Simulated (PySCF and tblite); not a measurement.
Results of a calculation; reference values are marked as such.
C8H7FO2, numbered as in [CH2:1]=[C:2]1[CH:3]=[C:4]([F:5])[C:6]([C:7](=[O:8])[O:9][CH3:10])=[CH:11]1.

Free energies: PBE0-D3(BJ)/pcSseg-1 on GFN2-xTB structures plus GFN2-xTB thermal terms, symmetry and mirror images included. Conformers within 2.5 kcal/mol (GFN2-xTB free energy) were kept, 4 at most. GIAO shieldings: PBE0/pcSseg-1. Shifts are against TMS (¹H), TMS (¹³C), CFCl3 (¹⁹F) at the same level. Run with PySCF (density fitting) and tblite.

Torsions listed: C4–C6–C7–O9, O8–C7–O9–C10. The 5-ring runs over atoms 2–3–4–6–11.

```json
{"conformer": "1", "shape": "5-ring flat; 0°, 0°", "symmetry": "Cs", "E(GFN2) kcal/mol": "0.00", "E(DFT) kcal/mol": "0.00"}
{"conformer": "2", "shape": "5-ring flat; 180°, 0°", "symmetry": "Cs", "E(GFN2) kcal/mol": "1.16", "E(DFT) kcal/mol": "0.28"}
```

Task: How much do the weights at 298.15 K and the averaged shift of H11 depend on how the conformers are weighted?

Result: 
| weighting | 1 (%) | 2 (%) | δ (ppm) | rms dipole (D) |
| --- | --- | --- | --- | --- |
| DFT energy with thermal terms, symmetry and mirror images (full scheme) | 56 | 44 | 7.14 | 3.02 |
| DFT energy with symmetry and mirror images | 61 | 39 | 7.16 | 2.88 |
| bare DFT energy | 61 | 39 | 7.16 | 2.88 |
| GFN2-xTB energy with symmetry and mirror images | 88 | 12 | 7.24 | 2.15 |
| GFN2-xTB free energy | 85 | 15 | 7.23 | 2.24 |
| leading conformer alone | 100 | 0 | 7.28 | 1.70 |
| equal weights | 50 | 50 | 7.12 | 3.15 |

The largest departure from the full scheme, 0.14 ppm, comes with: leading conformer alone.

The minima are those of GFN2-xTB; planar forms about aryl–S or allylic bonds may be saddles in DFT.


Conformer gaps in pcSseg-1 on xTB geometries can be 2 kcal/mol off for S=O, P=O and other polar bonds.